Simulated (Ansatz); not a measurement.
Basis sets compared for Ag₇Se⁺. The state is a singlet with charge 1. Geometry PBE0-D4/def2-SVP. Ansatz on 4 threads of Arm Neoverse V1 on a shared host; times are rough, and most runs start from earlier orbitals.

```xyz
8

Ag    2.048   -0.976    2.183
Ag   -1.509    0.751   -0.529
Ag    0.886    0.180   -3.310
Ag   -0.086    0.767    1.857
Ag   -0.142   -1.931    0.740
Ag   -2.063    2.553    1.394
Ag    1.443   -0.120   -0.441
Se   -0.577   -1.225   -1.895
```

In the def2 sets Ag takes a core potential; there is no spin–orbit coupling. No other spin state of charge 1 was run. Another isomer (singlet) lies 0.14 eV lower at PBE0-D4/def2-TZVP; other spin states weren't run for this one.

| level | functions | energy (Eh) | HOMO (eV) | LUMO (eV) | wall time |
| --- | --- | --- | --- | --- | --- |
| PBE-D4/def2-SVP | 249 | -3429.7470 | -8.72 | -7.35 | 11 s |
| PBE0-D4/def2-SVP | 249 | -3429.6891 | -9.14 | -6.42 | 22 s |

(1) Estimate the rows for PBE-D4/def2-TZVP (with forces), PBE0-D4/def2-TZVP.

Results:

(1) 
| level | functions | energy (Eh) | HOMO (eV) | LUMO (eV) | wall time |
| --- | --- | --- | --- | --- | --- |
| PBE-D4/def2-TZVP (with forces) | 328 | -3430.3100 | -8.75 | -7.34 | 17 s |
| PBE0-D4/def2-TZVP | 328 | -3430.2405 | -9.16 | -6.41 | 34 s |
